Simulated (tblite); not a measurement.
C₉H₅OP.
Atom-mapped SMILES: `[CH:1]#[C:2][c:3]1[o:4][c:5]2[cH:6][cH:7][cH:8][cH:9][c:10]2[p:11]1` (hydrogens: H12 on C1; H13 on C6; H14 on C7; H15 on C8; H16 on C9)

Computed values, GFN2-xTB/tblite, gas phase, harmonic and unscaled. The method is semi-empirical: single wavenumbers can be off by several per cent or more.

Harmonic wavenumbers (cm⁻¹): 80.3, 109.1, 175.8, 214.7, 314.3, 338.5, 407.0, 413.4, 439.7, 477.4, 495.4, 522.9, 597.5, 633.3, 656.9, 673.9, 704.5, 754.6, 772.8, 851.7, 869.4, 906.2, 923.7, 1048.4, 1066.5, 1142.2, 1162.5, 1181.8, 1230.6, 1249.2, 1262.3, 1350.5, 1412.7, 1441.6, 1554.5, 1589.4, 2228.1, 3082.7, 3090.5, 3097.2, 3106.1, 3397.5.

A = 2728, B = 681.4, C = 545.2 MHz; mass 160.008 u (most abundant isotopes); point group Cs, symmetry number 1.

Q: Zero-point energy?

A: ½Σν̃ = 23514 cm⁻¹ = 67.23 kcal/mol.

Q: Entropy at 298.15 K, 1 bar (ideal gas, RRHO, classical rotation)?

A: Translation 41.15, rotation 30.14, vibration 22.16: S = 93.4 cal/(mol K).

Q: And Cp and H(298.15 K) − H(0)?

A: Cp = 37.24 cal/(mol K), of which vibrations give 29.29 (their classical limit is 42 R = 83.5); H(298.15 K) − H(0) = 6.27 kcal/mol without the zero-point energy, 3.90 from vibrations.

Q: How do the functions run with temperature in this model?

A: 
```json
{"T (K)": "150", "S (cal/(mol K))": "74.2", "Cp (cal/(mol K))": "20.5", "H − H(0) (kcal/mol)": "1.97", "G − H(0) (kcal/mol)": "-9.15", "ln q(vib)": "1.58"}
{"T (K)": "250", "S (cal/(mol K))": "87.4", "Cp (cal/(mol K))": "32.0", "H − H(0) (kcal/mol)": "4.60", "G − H(0) (kcal/mol)": "-17.24", "ln q(vib)": "3.52"}
{"T (K)": "400", "S (cal/(mol K))": "105.8", "Cp (cal/(mol K))": "46.9", "H − H(0) (kcal/mol)": "10.57", "G − H(0) (kcal/mol)": "-31.74", "ln q(vib)": "6.88"}
{"T (K)": "600", "S (cal/(mol K))": "127.5", "Cp (cal/(mol K))": "60.1", "H − H(0) (kcal/mol)": "21.38", "G − H(0) (kcal/mol)": "-55.13", "ln q(vib)": "11.57"}
{"T (K)": "900", "S (cal/(mol K))": "154.2", "Cp (cal/(mol K))": "71.3", "H − H(0) (kcal/mol)": "41.26", "G − H(0) (kcal/mol)": "-97.54", "ln q(vib)": "18.25"}
```

q(vib) and H(0) count from the zero-point level.

Q: What must be added to the electronic energy to get the Gibbs energy at 298.15 K and 1 bar?

A: ZPE + [H(298.15 K) − H(0)] − T·S = 67.23 + 6.27 − 27.86 = 45.64 kcal/mol.

Q: Which modes carry the vibrational entropy at 298.15 K?

A: 80.3 cm⁻¹: 3.88; 109.1 cm⁻¹: 3.28; 175.8 cm⁻¹: 2.37; 214.7 cm⁻¹: 2.00; 314.3 cm⁻¹: 1.34; 338.5 cm⁻¹: 1.22 cal/(mol K); the other 36 give 8.06 together.

Q: Blend soft modes into free rotors: weight 1/[1 + (100 cm⁻¹/ν̃)⁴] for the oscillator and the rest for a rotor with moment μB/(μ + B), μ = h/(8π²ν), B = 10⁻⁴⁴ kg m². What vibrational entropy results?

A: 21.39 cal/(mol K) in place of 22.16, which changes −T·S at 298.15 K by +0.23 kcal/mol.

Hindered rotation and anharmonicity are outside this model.
